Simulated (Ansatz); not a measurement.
`[OH][GeH]([PH2])[Br]` + `N=C(O)O` → `OC(O)=NP` + `[OH][GeH2][Br]`  (cleavage of the P–Ge bond)

Gas-phase electronic energies from Ansatz, PBE0-D4/def2-TZVP geometries. CCSD(T)/CBS is the MP2 limit (def2-TZVPP, def2-QZVPP) plus CCSD(T) − MP2 in def2-TZVPP, frozen cores. For Br, Ge outer-core shells are correlated without core-valence functions, which leaves a few kJ/mol of doubt a bond. Scalar relativity is left out up to krypton. Each species was taken in one conformer, which may not be the lowest.

```json
{"species": "`[OH][GeH]([PH2])[Br]`", "CCSD(T)/CBS(def2) energy (Eh)": "-5068.02072"}
{"species": "`N=C(O)O`", "CCSD(T)/CBS(def2) energy (Eh)": "-244.90069"}
{"species": "`OC(O)=NP`", "CCSD(T)/CBS(def2) energy (Eh)": "-586.43507"}
{"species": "`[OH][GeH2][Br]`", "CCSD(T)/CBS(def2) energy (Eh)": "-4726.46896"}
```

Problem. Work out ΔE.

Solution. ΔE = (-586.43507) + (-4726.46896) − (-5068.02072) − (-244.90069) = 0.01738 Eh = +45.6 kJ/mol.

Problem. What do rigid-rotor, harmonic-oscillator terms from PBE0-D4/def2-TZVP frequencies (298.15 K, 1 bar) make of the CCSD(T)/CBS value? (Best estimate.)

Solution. Computed: ΔZPE = -3.7 kJ/mol, ΔH = +39.9 kJ/mol, ΔS = -13 J/(mol·K), ΔG = +43.8 kJ/mol.

Largest T1 diagnostic among the species: 0.014.

From BLYP to BHLYP (50 % exact exchange), in def2-TZVPP and without D4, ΔE moves by −5.2 kJ/mol. Leaving LDA and LC-ωPBE aside and taking each functional with its dispersion term where it has one, the values, not all of them listed here, spread over 8.4 kJ/mol, from CAM-B3LYP-D4 to PBE-D4. LDA lies −9.9 kJ/mol from PBE without D4. In def2-TZVPP, CCSD(T) changes the Hartree–Fock value by +11.4 kJ/mol (the triples alone add −0.3 kJ/mol) and MP2 by +10.0 kJ/mol.
